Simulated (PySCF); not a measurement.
Gas-phase reaction: 2 GeHF3 + C4H8 (isobutene) ⇌ 2 GeF3 + 2 C2H5

Method: PySCF energies plus ideal-gas RRHO corrections (1 bar). † marks an energy on the PBE0/def2-TZVP geometry and frequencies; other levels use their own. MP2 freezes the core. Open shells (unrestricted): GeF3 (multiplicity 2), C2H5 (multiplicity 2); the rest are closed-shell singlets. Ge: all electrons, no relativistic terms. GeHF3, GeF3: computed as isolated molecules; such fragments, hydroxides, amides, oligomers or adducts are transient or little studied in the gas. MP2 isn't extrapolated to the basis-set limit.

```json
[
 {"level": "BLYP/def2-TZVP†", "ΔH°(298 K), kJ": "[?]"},
 {"level": "M06-2X/def2-TZVP†", "ΔH°(298 K), kJ": "538"},
 {"level": "MP2/def2-SVP†", "ΔH°(298 K), kJ": "573"},
 {"level": "MP2/def2-TZVPP†", "ΔH°(298 K), kJ": "580"},
 {"level": "PBE/def2-SVP", "ΔH°(298 K), kJ": "[?]"},
 {"level": "PBE0/def2-SVP†", "ΔH°(298 K), kJ": "[?]"},
 {"level": "ωB97X-V/def2-TZVP†", "ΔH°(298 K), kJ": "548"}
]
```

**Question.** Fill in the missing entries.

**Answer.** 
- BLYP/def2-TZVP†, ΔH°(298 K), kJ: 467
- PBE/def2-SVP, ΔH°(298 K), kJ: 506
- PBE0/def2-SVP†, ΔH°(298 K), kJ: 519
